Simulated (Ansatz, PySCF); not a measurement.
Reaction (SMILES): FCl → F atom + Cl atom (the Cl-F bond at the site shown breaks; other sites are not compared here)
Geometries: B3LYP-D3(BJ)/def2-TZVP minima from Ansatz (an electronic-structure program).

Property: bond dissociation energy (0 K, with B3LYP-D3(BJ) harmonic zero-point energies from PySCF), in kJ/mol. Cores are frozen in the correlated levels unless marked. Open shells are spin-unrestricted. No spin-orbit coupling. Non-relativistic unless marked X2C. FCI takes restricted orbitals. CBS(X,Y): correlation extrapolated as X^-3; Hartree-Fock from the larger set (for Q and 5 zeta extrapolated as (X+1)exp(-9√X)).

```csv
level,program,bond dissociation energy (kJ/mol)
PBE-D4/def2-TZVPD,Ansatz + dftd4,297.3
BLYP/def2-TZVPD,Ansatz,274.2
TPSS-D3(BJ)/def2-TZVPD,PySCF + dftd3,274.0
PBE0/def2-TZVP,Ansatz,247.3
```

Estimate the value at CCSD(T)/CBS(cc-pV(Q+d)Z,cc-pV(5+d)Z) as computed with Ansatz.

257.2 kJ/mol, so PBE0/def2-TZVP differs from it by -9.9 kJ/mol.
